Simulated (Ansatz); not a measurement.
Reaction (ligand exchange at a B–N bond): `BN([SiH3])C=C` + `B1N[SiH2]1` → `BN1B[SiH2]1` + `C=CN[SiH3]`

Calculated with Ansatz (gas phase, PBE0-D4/def2-TZVP geometries, no zero-point term in ΔE). CCSD(T)/CBS is the MP2 limit (def2-TZVPP, def2-QZVPP) plus CCSD(T) − MP2 in def2-TZVPP, frozen cores. This one scheme is used for every species. Functionals use def2-TZVPP. B3LYP here is the variant with VWN-RPA as its local correlation; programs differ in this. HSE06 is defined as in plane-wave codes. One conformer a species, not always the lowest.

`BN([SiH3])C=C`:

```xyz
13

B     1.078   -0.708   -1.453
N     0.291   -0.206   -0.398
Si   -0.857   -1.244    0.451
C     0.412    1.136   -0.007
C    -0.267    1.732    0.967
H     1.844    0.030   -2.002
H     0.964   -1.853   -1.775
H    -0.508   -1.303    1.893
H    -0.775   -2.586   -0.162
H    -2.228   -0.689    0.317
H     1.143    1.691   -0.589
H    -1.006    1.222    1.575
H    -0.091    2.777    1.183
```

`B1N[SiH2]1`:

Z-matrix (Å, degrees):
```
Si
N 1 1.756
B 1 1.929 2 43.6
H 1 1.486 2 115.1 3 115.6
H 1 1.486 2 115.1 3 -115.6
H 2 1.009 1 147.6 3 -180.0
H 3 1.187 1 162.0 2 180.0
```

`BN1B[SiH2]1`:

Z-matrix (Å, degrees):
```
Si
N 1 1.781
B 1 1.927 2 44.3
H 1 1.483 2 114.3 3 115.1
H 1 1.483 2 114.3 3 -115.1
B 2 1.423 1 149.1 3 179.9
H 3 1.187 1 163.2 2 -179.9
H 6 1.197 2 119.9 1 -0.0
H 6 1.198 2 118.7 1 180.0
```

`C=CN[SiH3]`:

Z-matrix (Å, degrees):
```
Si
N 1 1.728
H 1 1.490 2 113.8
H 1 1.484 2 106.8 3 -119.9
H 1 1.485 2 108.6 3 120.0
C 2 1.382 1 125.6 3 -76.4
H 2 1.009 1 119.2 3 93.7
C 6 1.332 2 126.7 1 170.7
H 6 1.088 2 113.8 1 -10.2
H 8 1.085 6 122.0 2 -1.1
H 8 1.080 6 120.2 2 178.5
```

```json
{"level": "LDA (SPW92)", "ΔE (kJ/mol)": "59.0", "difference from CCSD(T)/CBS": "9.8"}
{"level": "PBE-D4", "ΔE (kJ/mol)": "48.1", "difference from CCSD(T)/CBS": "-1.1"}
{"level": "revPBE-D4", "ΔE (kJ/mol)": "47.1", "difference from CCSD(T)/CBS": "-2.1"}
{"level": "BLYP-D4", "ΔE (kJ/mol)": "43.5", "difference from CCSD(T)/CBS": "-5.7"}
{"level": "r2SCAN-D4", "ΔE (kJ/mol)": "44.7", "difference from CCSD(T)/CBS": "-4.5"}
{"level": "B97M-V", "ΔE (kJ/mol)": "42.8", "difference from CCSD(T)/CBS": "-6.4"}
{"level": "PBE0-D4", "ΔE (kJ/mol)": "45.5", "difference from CCSD(T)/CBS": "-3.7"}
{"level": "B3LYP-D4", "ΔE (kJ/mol)": "41.9", "difference from CCSD(T)/CBS": "-7.3"}
{"level": "r2SCANh-D4", "ΔE (kJ/mol)": "44.3", "difference from CCSD(T)/CBS": "-4.9"}
{"level": "r2SCAN0-D4", "ΔE (kJ/mol)": "43.8", "difference from CCSD(T)/CBS": "-5.4"}
{"level": "HSE06-D4", "ΔE (kJ/mol)": "45.4", "difference from CCSD(T)/CBS": "-3.8"}
{"level": "BHLYP-D4", "ΔE (kJ/mol)": "38.6", "difference from CCSD(T)/CBS": "-10.6"}
{"level": "CAM-B3LYP-D4", "ΔE (kJ/mol)": "42.4", "difference from CCSD(T)/CBS": "-6.8"}
{"level": "ωB97X-V", "ΔE (kJ/mol)": "43.2", "difference from CCSD(T)/CBS": "-6.0"}
{"level": "ωB97M-V", "ΔE (kJ/mol)": "46.6", "difference from CCSD(T)/CBS": "-2.6"}
{"level": "B2PLYP", "ΔE (kJ/mol)": "41.6", "difference from CCSD(T)/CBS": "-7.6"}
{"level": "PBE-QIDH", "ΔE (kJ/mol)": "45.4", "difference from CCSD(T)/CBS": "-3.8"}
{"level": "PBE", "ΔE (kJ/mol)": "45.0", "difference from CCSD(T)/CBS": "-4.2"}
{"level": "revPBE", "ΔE (kJ/mol)": "38.2", "difference from CCSD(T)/CBS": "-11.0"}
{"level": "BLYP", "ΔE (kJ/mol)": "36.5", "difference from CCSD(T)/CBS": "-12.7"}
{"level": "r2SCAN", "ΔE (kJ/mol)": "44.0", "difference from CCSD(T)/CBS": "-5.2"}
{"level": "PBE0", "ΔE (kJ/mol)": "42.9", "difference from CCSD(T)/CBS": "-6.3"}
{"level": "B3LYP", "ΔE (kJ/mol)": "36.7", "difference from CCSD(T)/CBS": "-12.5"}
{"level": "r2SCAN0", "ΔE (kJ/mol)": "42.9", "difference from CCSD(T)/CBS": "-6.3"}
{"level": "HSE06", "ΔE (kJ/mol)": "42.9", "difference from CCSD(T)/CBS": "-6.3"}
{"level": "BHLYP", "ΔE (kJ/mol)": "34.7", "difference from CCSD(T)/CBS": "-14.5"}
{"level": "CAM-B3LYP", "ΔE (kJ/mol)": "39.7", "difference from CCSD(T)/CBS": "-9.5"}
{"level": "RPA@PBE/def2-TZVPP", "ΔE (kJ/mol)": "47.9", "difference from CCSD(T)/CBS": "-1.3"}
{"level": "HF/def2-SVP", "ΔE (kJ/mol)": "23.9", "difference from CCSD(T)/CBS": "-25.3"}
{"level": "MP2/def2-SVP", "ΔE (kJ/mol)": "50.8", "difference from CCSD(T)/CBS": "1.6"}
{"level": "CCSD/def2-SVP", "ΔE (kJ/mol)": "49.7", "difference from CCSD(T)/CBS": "0.5"}
{"level": "HF/def2-TZVPP", "ΔE (kJ/mol)": "22.1", "difference from CCSD(T)/CBS": "-27.1"}
{"level": "MP2/def2-TZVPP", "ΔE (kJ/mol)": "49.0", "difference from CCSD(T)/CBS": "-0.2"}
{"level": "SCS-MP2/def2-TZVPP", "ΔE (kJ/mol)": "44.9", "difference from CCSD(T)/CBS": "-4.3"}
{"level": "CCSD(T)/def2-TZVPP", "ΔE (kJ/mol)": "49.8", "difference from CCSD(T)/CBS": "0.6"}
{"level": "HF/def2-QZVPP", "ΔE (kJ/mol)": "21.9", "difference from CCSD(T)/CBS": "-27.3"}
{"level": "MP2/def2-QZVPP", "ΔE (kJ/mol)": "48.6", "difference from CCSD(T)/CBS": "-0.6"}
{"level": "HF/CBS(def2)", "ΔE (kJ/mol)": "21.9", "difference from CCSD(T)/CBS": "-27.3"}
{"level": "MP2/CBS(def2)", "ΔE (kJ/mol)": "48.5", "difference from CCSD(T)/CBS": "-0.7"}
{"level": "CCSD/CBS(def2)", "ΔE (kJ/mol)": "45.3", "difference from CCSD(T)/CBS": "-3.9"}
{"level": "CCSD(T)/CBS", "ΔE (kJ/mol)": "49.2", "difference from CCSD(T)/CBS": "0"}
```

Largest T1 diagnostic among the species: 0.014.

The D4 term adds +5.1 kJ/mol with B3LYP and +2.7 kJ/mol with PBE0; it sums over pairs of atoms, weighted by their polarisabilities, and B3LYP, whose exchange is more repulsive, gets the larger term. In def2-TZVPP, CCSD(T) changes the Hartree–Fock value by +27.6 kJ/mol (the triples alone add +3.9 kJ/mol) and MP2 by +26.9 kJ/mol.
